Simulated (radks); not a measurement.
Q: Ce I, configuration [Xe] 4f1 5d1 6s2. Method: Dirac Kohn-Sham, PBE, spin-unpolarised, spherical densities, point nucleus; open shells are shared between the two j in proportion to 2j + 1; computed with a radial shooting solver on a logarithmic mesh with Libxc functionals. Some entries of the table are withheld. Estimate them.

orbital      occ.  eigenvalue (hartree)  r(max) (bohr)
1s1/2           2             -1478.646        0.01574
2s1/2           2             -236.6517        0.08921
2p1/2           2             -223.4206        0.06798
2p3/2           4             -207.0082        0.07324
3s1/2           2             -50.95968         0.2548
3p1/2           2             -45.35980         0.2416
3p3/2           4             -42.13444         0.2530
3d3/2           4             -32.34969         0.2034
3d5/2           6             -31.65714         0.2066
4s1/2           2                   (1)         0.5934
4p1/2           2                   (2)         0.6028
4p3/2           4                   (3)         0.6271
4d3/2           4              -4.12711            (4)
4d5/2           6              -4.00576            (5)
5s1/2           2              -1.48976          1.373
5p1/2           2                   (6)            (7)
5p3/2           4                   (8)            (9)
4f5/2    0.428571                  (10)         0.7057
4f7/2    0.571429                  (11)         0.7104
6s1/2           2              -0.13761          3.746
5d3/2         0.4              -0.11683          2.138
5d5/2         0.6              -0.10941          2.178

A: 
(1) 4s1/2 eigenvalue (hartree): -10.31188
(2) 4p1/2 eigenvalue (hartree): -8.23235
(3) 4p3/2 eigenvalue (hartree): -7.53969
(4) 4d3/2 r(max) (bohr): 0.6480
(5) 4d5/2 r(max) (bohr): 0.6559
(6) 5p1/2 eigenvalue (hartree): -0.92343
(7) 5p1/2 r(max) (bohr): 1.500
(8) 5p3/2 eigenvalue (hartree): -0.82256
(9) 5p3/2 r(max) (bohr): 1.567
(10) 4f5/2 eigenvalue (hartree): -0.20458
(11) 4f7/2 eigenvalue (hartree): -0.19238
